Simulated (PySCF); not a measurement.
CH₆GeO₄. Atoms are numbered in the order given.

```xyz
12

C      2.4095    -0.4828    -0.0956
O      1.4033     0.4985     0.0915
Ge    -0.3046     0.0721     0.0110
O     -0.9244    -0.8887     1.3574
O     -1.1777     1.6044     0.0190
O     -0.5120    -0.9221    -1.4323
H      2.2281    -1.0940    -0.9967
H      2.4841    -1.1599     0.7750
H      3.3741     0.0358    -0.2116
H     -1.1775    -0.3343     2.1084
H     -0.6542     2.3124    -0.3818
H     -1.2785    -1.5069    -1.3579
```

Geometry: B3LYP-D3(BJ)/def2-SVP. One conformer was computed; it need not be the lowest.

Calculation: PBE0/def2-TZVP (PySCF).

Atomic charges (e):

```csv
atom,Mulliken,IAO
C1,-0.22,-0.20
O2,-0.40,-0.63
Ge3,?,1.61
O4,-0.56,-0.78
O5,-0.55,-0.77
O6,-0.56,-0.77
H7,?,0.14
H8,?,0.13
H9,?,0.15
H10,?,0.37
H11,?,0.38
H12,?,0.38
```

**Question.** Some entries are withheld; supply them. (An estimate is asked for; the answer gives what the named calculation found.)

**Answer.** 
- Ge3, Mulliken: 0.90
- H7, Mulliken: 0.14
- H8, Mulliken: 0.12
- H9, Mulliken: 0.13
- H10, Mulliken: 0.33
- H11, Mulliken: 0.33
- H12, Mulliken: 0.33
